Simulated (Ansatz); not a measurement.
Reactions of C$_{6}$H$_{4}$Si, SMILES `C#C[SiH](C#C)C#C`.

Program: Ansatz. Geometries: PBE0-D4/def2-TZVP. ΔE: electronic, gas phase. CCSD(T)/CBS is the MP2 limit (def2-TZVPP, def2-QZVPP) plus CCSD(T) − MP2 in def2-TZVPP, frozen cores. This one scheme is used for every species. DFT in def2-TZVPP. One conformer a species, not always the lowest.

| reaction | ωB97M-V (kJ/mol) | PBE-D4 (kJ/mol) | MP2/CBS(def2) (kJ/mol) | CCSD(T)/def2-SVP (kJ/mol) |
| --- | --- | --- | --- | --- |
| `C#C[SiH](C#C)C#C` + `O[SiH2]F` → `C#CO[SiH2]F` + `C#C[SiH2]C#C` | 134 | 124 | 154 | 119 |
| `C#C[SiH](C#C)C#C` + `BO[SiH3]` → `BO[SiH2]C#C` + `C#C[SiH2]C#C` | -6 | -6 | -2 | -4 |
| `C#C[SiH](C#C)C#C` + `SS` → `C#CSS` + `C#C[SiH2]C#C` | 68 | 51 | 70 | 64 |
| `C#C[SiH](C#C)C#C` + `N[SiH3]` → `C#CN[SiH3]` + `C#C[SiH2]C#C` | 81 | 70 | 95 | 66 |

Task: Give the CCSD(T)/CBS values in the same order. (An estimate is asked.)

Result: Ansatz gave: 145, -5, 71, 91 kJ/mol.

Largest T1 diagnostic: 0.014, for `C#C[SiH](C#C)C#C`.
